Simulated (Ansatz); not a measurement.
Abridged output of a molecular run in Ansatz:

```
Functional definition: HF
1939 factors; integrals over basis functions are off by at most 1.2e-3 eV
mean field evaluation 1: about -35444.3970 eV, gradient 6.2e1 eV
mean field evaluation 2: about -35444.8285 eV, gradient 6.3e1 eV
mean field evaluation 4: about -35451.7094 eV, gradient 3.9e0 eV
mean field evaluation 8: about -35451.8012 eV, gradient 3.5e-1 eV
mean field evaluation 16: about -35451.8017 eV, gradient 1.8e-6 eV
mean field -35451.80173939 eV, -1302.8296838281 hartree, gradient 1.8e-6 eV, S^2 0.000000; 0 other end points of the search recorded, 0 dependent functions left out
19 core orbitals not correlated: weight in the atoms' cores, before any rotation towards them, 1.000 or more for the frozen orbitals, at most 0.000 for the correlated occupied ones
reference -35451.80173939 eV, -1302.8296838281 hartree; 22, 22 occupied and 279, 279 virtual orbitals, 1939 factors
second order -37.48849750 eV of doubles, -0.00000000 eV of singles
cycle   1  -37.46475289 eV  change    2.4e-2 eV  update   1.3e-1
cycle   2  -38.26200122 eV  change   -8.0e-1 eV  update   3.6e-2
cycle   3  -38.44929753 eV  change   -1.9e-1 eV  update   1.8e-2
cycle   4  -38.42642685 eV  change    2.3e-2 eV  update   4.0e-3
cycle   5  -38.42286064 eV  change    3.6e-3 eV  update   1.8e-3
cycle   6  -38.42416701 eV  change   -1.3e-3 eV  update   5.6e-4
cycle   7  -38.42385324 eV  change    3.1e-4 eV  update   2.0e-4
cycle   8  -38.42368910 eV  change    1.6e-4 eV  update   6.1e-5
cycle   9  -38.42369693 eV  change   -7.8e-6 eV  update   2.3e-5
perturbative correction -1.41387814 eV, -0.0519590632 hartree
Total energy: -35491.63931445 eV, -1304.2936877088 hartree
```

Its atoms:

Cartesian coordinates in Å:
```
O 0.4871 2.7646 -1.1771
Si 0.5546 1.4933 -0.1672
O -0.4898 1.7200 1.0619
S 0.0275 -0.2693 -1.3031
Si 0.0889 -1.7632 0.1861
O -0.7813 -3.0481 -0.2863
F -0.5164 -1.1392 1.5412
H -0.3778 3.0693 -1.4580
H 1.9559 1.3840 0.2783
H -0.7742 0.9382 1.5437
H 1.4324 -2.2489 0.5318
H -1.6069 -2.9008 -0.7514
```

Problem. Which basis set was used?
A. def2-QZVPP
B. def2-TZVPPD
C. cc-pV(Q+d)Z
D. def2-TZVPP

Solution. D. It gives 320 functions.

Problem. Write the keys of the input that set method, charge and spin (a neutral closed shell needs none for the last two).

Solution. 
```yaml
correlation: {method: ccsd_t}
```
